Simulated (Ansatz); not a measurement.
An input meant for the cluster K2Te (charge 0, singlet; with a point charge).

```yaml
crystal:
  periodic: [false, false, false]
  atoms:
    - {symbol: K, position_ang: [2.532332, 0.906160, -0.318857]}
    - {symbol: K, position_ang: [-0.275968, -0.224477, -0.965171]}
    - {symbol: Te, position_ang: [-0.275968, -0.224477, -1.015171]}
basis:
  gaussian: {orbitals: def2-TZVP, nuclear_model: gaussian, point_charges: [{charge: 1.00, position_ang: [6.386, -0.595, 0.192]}]}
hamiltonian: {xc: {name: PBE0}}
scf: {lower_state_search: light}
```

```sh
$ ansatz run in.yaml --threads 4 --pin off --events-out ev --progress --plain --max-ram 3916MiB
```

Output, abridged:

```
Functional definition: PBE0
1138 factors; their error is unknown
mean field evaluation 1: about 78877.9300 eV, gradient 5.2e2 eV
mean field evaluation 2: about 80423.3882 eV, gradient 5.5e2 eV
mean field evaluation 4: about 78783.2505 eV, gradient 1.8e2 eV
mean field evaluation 8: about 78725.1347 eV, gradient 7.3e1 eV
mean field evaluation 16: about 78715.2955 eV, gradient 1.3e0 eV
mean field evaluation 32: about 78714.4567 eV, gradient 2.2e-2 eV
a density is far from that of the atoms, so the factors are made again for it
1225 factors; integrals over basis functions are off by at most 7.1e-5 eV
mean field evaluation 64: about 78722.3526 eV, gradient 1.2e-1 eV
mean field 78714.45610177 eV, 2892.7029071653 hartree, gradient 9.5e-6 eV, S^2 0.000000; 0 other end points of the search recorded, 1 dependent functions left out
reference 78714.45606744 eV, 2892.7029059039 hartree; 31, 31 occupied and 84, 84 virtual orbitals, 1225 factors
Total energy: 78714.45606744 eV, 2892.7029059039 hartree
```

In this input one atom was put on top of another. The run converged. The result belongs to that input, not to the species as meant.

In the def2 sets Te takes a core potential; there is no spin–orbit coupling.
